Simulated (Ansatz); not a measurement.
(SnO)n off: binding per atom (eV) at several levels, gas phase, relaxed structures; Ansatz. Clusters are the lowest isomers that short searches found in that spin, judged at the geometry's level. Core potentials for Sn in the def2 sets, no spin–orbit coupling. Binding counts from free atoms in the multiplicity of their measured ground term, without zero-point energy. Singlets are spin-restricted. The structures are stationary points that may keep the symmetry of their start. Remarks come from the PBE and PBE0 runs and from stability tests at other levels; not every state was tested.

```csv
species,state,geometry,PBE-D4/def2-SVP,PBE-D4/def2-TZVP,r2SCAN-D4/def2-TZVP,PBE0-D4/def2-SVP,PBE0-D4/def2-TZVP,HSE06-D4/def2-TZVP
SnO2,singlet,B3LYP-D4/def2-TZVP,2.89,3.09,2.79,2.36,2.60,2.61
Sn4O5 (with an O–O bond),singlet,PBE-D4/def2-SVP,4.06,4.05,3.85,3.71,3.71,3.71
```

Task: Estimate the rows for Sn3O4 (with an O–O bond) (singlet, r2SCAN-D4/def2-SVP geometry).

Result: 
```
                 species    state            geometry  PBE-D4/def2-SVP  PBE-D4/def2-TZVP  r2SCAN-D4/def2-TZVP  PBE0-D4/def2-SVP  PBE0-D4/def2-TZVP  HSE06-D4/def2-TZVP                        remarks
Sn3O4 (with an O–O bond)  singlet  r2SCAN-D4/def2-SVP             3.79              3.84                 3.62              3.42               3.49                3.49  restricted SCF unstable in HF
```
